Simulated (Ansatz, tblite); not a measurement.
Cost and result up the ladder for [RuO3N]- (RuNO₃⁻) (5 atoms). Total charge -1; singlet. Geometry: PBE-D4/def2-SVPD.

```xyz
5

Ru   -0.001   -0.001    0.001
O     0.269   -0.121    1.721
O    -1.439    0.933   -0.326
O    -0.133   -1.590   -0.708
N     1.305    0.779   -0.687
```

Ansatz on 4 threads of Arm Neoverse V2 on a shared host; xTB runs through tblite on one thread. Times are rough, summed over both states, and most runs start from the orbitals of an earlier one. No level here is sound enough to serve as a yardstick. The other state is a doublet.

In the def2 sets Ru takes a core potential; there is no spin–orbit coupling. The xTB rows come from tblite. HOMO above LUMO, or a gap near zero within one spin, warns that the state may not be the lowest or that an electron is smeared out.

Raw xTB energies of ions are shifted by several eV.

```json
{"level": "GFN1-xTB", "functions": "25", "vertical IE (eV)": "11.28", "remarks": "–"}
{"level": "GFN2-xTB", "functions": "25", "vertical IE (eV)": "10.75", "remarks": "–"}
{"level": "PBE-D4/def2-TZVPD", "functions": "197", "vertical IE (eV)": "4.73", "remarks": "gap within one spin near zero (doublet), restricted SCF unstable in HF (-1 singlet)"}
{"level": "PBE0-D4/def2-TZVPD", "functions": "197", "vertical IE (eV)": "4.91", "remarks": "restricted SCF unstable in HF (-1 singlet), spin-contaminated (⟨S²⟩ 0.89) (doublet)"}
{"level": "r2SCAN-D4/def2-TZVPD (with forces)", "functions": "197", "vertical IE (eV)": "4.79", "remarks": "restricted SCF unstable in HF (-1 singlet)"}
```

(1) Estimate how long each takes.

Answers

(1) GFN1-xTB 0.006 s; GFN2-xTB 0.007 s; PBE-D4/def2-TZVPD 9.6 s; PBE0-D4/def2-TZVPD 14 s; r2SCAN-D4/def2-TZVPD (with forces) 22 s. On shared hardware such times vary by a factor of up to 3.
